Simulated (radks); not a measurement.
Initial-state core-level shifts of neutral chromium when its valence configuration changes from [Ar] 3d5 4s1. Calculated with a radial shooting solver on a logarithmic mesh with Libxc functionals: Dirac Kohn-Sham, PBE, spin-unpolarised, spherical densities, finite nucleus; open shells fill j = l - 1/2 first; Fermi nuclear charge, rms radius 3.6452 fm. Shifts are changes of the shell-averaged eigenvalues in eV (positive: less bound); the change of the density at the nucleus, which sets a Mossbauer isomer shift, is in e/bohr^3, on a base of 1.144e+04.

valence               1s       2p       3s       3p  density at nucleus
3d5 4p1           -1.384   -1.266   -1.375   -1.392              -3.922
3d4 4s2           -3.849   -4.385   -3.965   -3.818              +6.118
3d5 4s0.5 4p0.5   -0.719   -0.659   -0.714   -0.723              -1.881
3d6               +1.992   +2.326   +2.201   +2.117              -4.184
3d4 4s1 4p1       -5.356   -5.816   -5.459   -5.315              +1.889
3d5.5 4s0.5       +1.214   +1.399   +1.316   +1.268              -2.255
3d4.5 4s1.5       -1.690   -1.926   -1.770   -1.706              +2.744
3d3 4s1 4p2      -12.343  -13.589  -12.228  -11.852              +4.867
